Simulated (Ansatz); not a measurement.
Mulliken charges of ClH5NOScSi, SMILES `[NH2][Sc]([Cl])[O][SiH3]` from PBE/def2-TZVPP in Ansatz (PBE0-D4/def2-TZVP geometry).

```
atom   x (Å)   y (Å)   z (Å)  charge (e)
  N1   1.897   1.028   1.342      -0.441
 Sc2   0.341  -0.161   1.316       0.826
 Cl3  -0.271  -1.262   3.267      -0.294
  O4  -0.538  -0.307  -0.337      -0.493
 Si5  -1.352  -0.479  -1.742       0.303
  H6   2.479   1.214   2.150       0.151
  H7   2.265   1.562   0.565       0.145
  H8  -2.612  -1.241  -1.527      -0.062
  H9  -1.694   0.857  -2.302      -0.068
 H10  -0.515  -1.210  -2.731      -0.068
```

**Question.** By hand: the dipole of these point charges (1 e Å = 4.8032 D).

**Answer.** Σ q r = (0.395, 0.302, 0.017) e Å, of length 0.498 e Å = 2.39 D.

**Question.** How does the dipole of the full density compare? (An estimate is asked.)

**Answer.** Ansatz gave: (0.322, 0.331, -0.255) e Å, 2.53 D; the point charges give 0.94 times that, at 32° from its direction.

Point charges leave out the atoms' own dipoles, such as those of lone pairs, and Mulliken's split depends on the basis, so the two needn't agree.
